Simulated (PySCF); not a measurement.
CuCl₂, SMILES [Cl][Cu-][Cl], charge -1, multiplicity 1.

The structure is a stationary point at ωB97X-D3(BJ)/def2-SVPD. The spin state was assumed, not searched.

These are ωB97X-D3(BJ)/def2-SVPD (PySCF) values and carry that method's errors.

Frequencies are harmonic and unscaled.

Modes within 1.5 cm⁻¹ of each other (mostly degenerate sets) share a row, with their intensities summed.

Computed vibrational spectrum:
```json
[
 {"mode": "1–2", "ν (cm⁻¹)": "95", "IR (km/mol)": "25.2", "moving atoms (share of kinetic energy)": "Cu 53 %, Cl 47 %"},
 {"mode": "3", "ν (cm⁻¹)": "281", "IR (km/mol)": "0.0", "moving atoms (share of kinetic energy)": "Cl 100 %"},
 {"mode": "4", "ν (cm⁻¹)": "388", "IR (km/mol)": "61.6", "moving atoms (share of kinetic energy)": "Cu 53 %, Cl 47 %"}
]
```
